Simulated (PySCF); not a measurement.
## UHF on O²⁺ (oxygen, charge +2)

Configuration: [He] 2s1 2p2 3d1, one real determinant (an excited configuration). Computed with PySCF 2.14 in aug-cc-pVTZ with one added diffuse shell each of s, p, d, f type (6s5p4d3f, 62 functions), with the non-relativistic Hamiltonian (point nucleus).

| Property | Result |
| --- | --- |
| Total energy | -71.377649 hartree |
| One-electron energy | -88.2479 hartree |
| Hartree (Coulomb) energy | 23.9921 hartree |
| Exchange energy | -7.1218 hartree |
| Kinetic energy | 71.39899 hartree |
| ⟨S²⟩ | 6.0000 |
| ⟨L²⟩ | 7.991 |
| Sum of ⟨r⟩ | 6.415 bohr |
| Sum of ⟨r²⟩ | 15.30 bohr² |
| Traceless quadrupole moment −½Σ⟨3z² − r²⟩ along its main axis | -2.39 e·bohr² |
| Density at the nucleus (Gaussians lack the cusp) | 296 bohr⁻³ |
| Spin density at the nucleus | 9.92 bohr⁻³ |
| Langevin diamagnetic susceptibility | -12.1 ×10⁻⁶ cm³/mol |

| shell | electrons | mean orbital energy (hartree) | rms radius, mean of both spins (bohr) |
| --- | --- | --- | --- |
| 1s α | 1 | -22.97748 | 0.230 |
| 1s β | 1 | -22.75582 | 0.230 |
| 2s α | 1 | -3.15089 | 1.05 |
| 2p α | 2 | -2.54600 | 1.02 |
| 3d α | 1 | -0.53117 | 3.46 |

⟨L²⟩ = 7.99 against 12 for a pure F term, so this real determinant mixes terms. The outer electron is Rydberg-like, and this basis confines it to a smaller radius and binds it less than a complete one would.

Spin-orbit constants ζ (cm⁻¹) from the X2C one-electron operator on these orbitals (non-relativistic here): bare nucleus, nucleus screened by l(l+1)(2l+1)/3 electrons, and screened by the Breit-Pauli mean field of the electrons.

| shell | bare | screened nucleus | mean field |
| --- | --- | --- | --- |
| 2p | 381.0 | 285.7 | 250.3 |
| 3d | 4.990 | 1.871 | 1.718 |

To first order the Landé constant is A = 21.15 cm⁻¹, so the lowest level has J = 1 and lies 0.0210 eV below the centre of the term. This holds in LS coupling only.
